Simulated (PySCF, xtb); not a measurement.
C2H9NOSi, SMILES O[Si@H](N)CC.

The structure is a stationary point at PBE0-D3(BJ)/def2-SVP. The structure was generated by enumeration; whether it is a known compound was not checked. Other conformers were not sampled.

These are C-PCM-B3LYP/def2-SVP (PySCF 2.14.0) values and carry that method's errors.

The values are the electrostatic part of the solvation free energy, E(continuum) − E(gas) at the gas-phase geometry, in a cavity of scaled van der Waals radii (PySCF's table); cavitation and dispersion terms are not included. In vacuum the orbital gap is 8.29 eV. The dipole moment in vacuum is 0.56 D.

| solvent | ε | ΔG(elec) (kcal/mol) | dipole (D) | gap (eV) |
|---|---|---|---|---|
| water | 78.36 | -6.2 | 0.83 | 8.57 |
| diethylether | 4.24 | -4.7 | 0.75 | 8.51 |
| ethylethanoate | 5.99 | -5.2 | 0.78 | 8.53 |

For comparison, GFN2-xTB/ALPB(water) (xtb, at the GFN2-xTB geometry, all terms of that model) gives -5.8 kcal/mol.
